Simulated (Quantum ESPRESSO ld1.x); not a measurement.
The numbers below are computed, except where a source is named.
Q: Radial electron density D(r) = 4 pi r^2 rho(r) of an atom or ion with 64 electrons. Level of theory: Dirac Kohn-Sham, PW91, spin-unpolarised, spherical densities, point nucleus (ld1.x of Quantum ESPRESSO 7.5).

| r (bohr) | D(r) (e/bohr) |
|---|---|
| 0.0009351 | 3.755 |
| 0.001319 | 6.566 |
| 0.001875 | 11.39 |
| 0.002646 | 18.95 |
| 0.003762 | 30.61 |
| 0.005306 | 46.15 |
| 0.007485 | 64.28 |
| 0.01064 | 80.64 |
| 0.01501 | 87.52 |
| 0.02135 | 82.53 |
| 0.03011 | 77.12 |
| 0.04281 | 89.81 |
| 0.06039 | 111.0 |
| 0.08587 | 103.9 |
| 0.1211 | 85.10 |
| 0.1722 | 98.25 |
| 0.243 | 82.00 |
| 0.3455 | 42.93 |
| 0.4873 | 49.20 |
| 0.6874 | 36.54 |
| 0.9774 | 16.14 |
| 1.379 | 9.911 |
| 1.96 | 4.223 |
| 2.765 | 1.444 |
| 3.932 | 0.7643 |
| 5.546 | 0.2689 |
| 7.886 | 0.03660 |
| 11.12 | 0.001514 |

What is the nuclear charge?

A: Z = 64. The innermost maximum, from 1s, lies near gamma/Z bohr with gamma = sqrt(1 - (Z/c)^2) = 0.884, here 0.0138 bohr (found: 0.0153), and its height grows with Z. The density is that of neutral gadolinium in [Xe] 4f7 5d1 6s2; the configuration itself is not fixed sharply by these data, and Z only to a few units. D(r) has 4 maxima, at r = 0.0153, 0.0676, 0.188, 0.515 bohr, and minima at 0.0294, 0.124, 0.371 bohr, inside which lie 2.01, 11.21, 29.35 electrons.
